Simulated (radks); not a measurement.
Question: The mean radii <r> (bohr) of the occupied orbitals of an atom or ion are listed with their occupations. Method: non-relativistic Kohn-Sham, BLYP, spin-polarised, spherical densities, point nucleus; computed with a radial shooting solver on a logarithmic mesh with Libxc functionals.

orbital  occ.      <r>
1s up       1  0.06157
1s down     1  0.06157
2s up       1   0.2827
2s down     1   0.2823
2p up       3   0.2485
2p down     3   0.2480
3s up       1   0.8413
3s down     1   0.8448
3p up       3   0.8751
3p down     3   0.8804
3d up       3   0.9773
4s up       1    2.247

Name the element and its charge. Open shells, if any, are filled with parallel spins first.

Answer: Z = 25, manganese, charge +3: Mn3+ in [Ar] 3d3 4s1. The 1s radius gives Z: for a bare nucleus <r> = 1.5/Z, 0.06 bohr for Z = 25, and screening makes it slightly larger (0.06157 here). The occupations add up to 22, and the charge is Z minus that.
